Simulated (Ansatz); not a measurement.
Molecule: C₂H₆B, charge 0, multiplicity 2. It need not be the lowest isomer of its formula. 
Structure (B3LYP-D3(BJ)/def2-TZVP (Ansatz, a first-principles code) minimum search):
SMILES: C[B]C
```xyz
9

B      0.0493    -0.4822     0.2840
C      1.3753     0.1011    -0.2581
C     -1.3958     0.0481     0.1330
H      1.7134     0.8331     0.4908
H      2.1849    -0.6231    -0.3594
H      1.2611     0.6480    -1.2031
H     -1.5681     0.5938    -0.8038
H     -1.5408     0.7707     0.9500
H     -2.1740    -0.7066     0.2558
```
Charge 0, spin multiplicity 2.

Atomisation energy built up term by term with Ansatz (kcal/mol; UHF references for open shells; valence terms freeze the core; atomic spin-orbit terms are left out). CBS(X,Y): correlation extrapolated as X^-3; Hartree-Fock from the larger set.

```tsv
term	basis	kcal/mol
Hartree-Fock	cc-pVQZ	615.74
CCSD correlation	CBS(cc-pVTZ,cc-pVQZ)	159.82
(T)	CBS(cc-pVTZ,cc-pVQZ)	8.39
core correlation	cc-pwCVTZ	3.34
scalar relativity (X2C)	cc-pVTZ-DK against cc-pVTZ	-0.44
sum: De		786.8
```

(T) makes 1.1 % of the CCSD(T) atomisation energy; under 5 % is typical of single-reference molecules.
